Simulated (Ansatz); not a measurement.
This triplet lies 0.49 eV below the relaxed singlet at the level B3LYP/cc-pVTZ // B3LYP-D3(BJ)/def2-TZVP (Ansatz, a first-principles code).

A geometry relaxed with B3LYP-D3(BJ)/def2-TZVP (Ansatz), charge 0, multiplicity 3:

```xyz
8

C      2.4400     0.2105     0.2546
H      3.4754     0.4087     0.1065
C     -0.0484    -0.0108    -0.1888
H     -1.9973    -0.3413     0.5368
H     -1.6932    -0.9835    -1.0800
C      1.1939     0.1122    -0.0072
C     -1.4707    -0.1512    -0.4042
H     -1.8996     0.7553    -0.8437
```

### Question
Write the SMILES of this molecule.

### Answer
`C#C[C]C`
